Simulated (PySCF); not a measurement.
C2H3BF2O, SMILES OB(F)/C=C/F.

The structure is a stationary point at PBE0-D3(BJ)/def2-SVP. The structure was generated by enumeration; whether it is a known compound was not checked. The values are those of a single conformer.

These are TDDFT-PBE0/def2-SVPD (PySCF 2.14.0) values and carry that method's errors.

Vertical excitations. The molecule is in vacuum. State labels are in the subgroup Cs.

Question: Estimate the UV-visible absorptions. (An estimate is asked for; the answer gives what the named calculation found.)

Answer: 
```tsv
state	symmetry	energy (eV)	λ (nm)	f	main pairs
S1	A'	6.78	183	0.391	HOMO→LUMO 97 %
S2	A"	7.21	172	0.012	HOMO→LUMO+1 98 %
S3	A"	7.40	168	0.000	HOMO−1→LUMO 97 %
S4	A"	7.91	157	0.020	HOMO→LUMO+2 80 %, HOMO−3→LUMO 16 %
S5	A"	7.96	156	0.002	HOMO−3→LUMO 81 %, HOMO→LUMO+2 17 %
S6	A'	8.49	146	0.040	HOMO−2→LUMO 97 %
S7	A"	8.63	144	0.016	HOMO→LUMO+3 91 %
S8	A"	8.90	139	0.007	HOMO→LUMO+4 78 %
S9	A'	9.00	138	0.032	HOMO−1→LUMO+1 96 %
S10	A"	9.10	136	0.002	HOMO−4→LUMO 95 %
T1	A'	4.04	307	0	HOMO→LUMO 96 %
T2	A"	6.87	181	0	HOMO−1→LUMO 96 %
T3	A"	7.12	174	0	HOMO→LUMO+1 97 %
T4	A"	7.50	165	0	HOMO−3→LUMO 97 %
```
Triplets are in the Tamm–Dancoff approximation, which puts them higher than full response would, so one can lie above its singlet here.
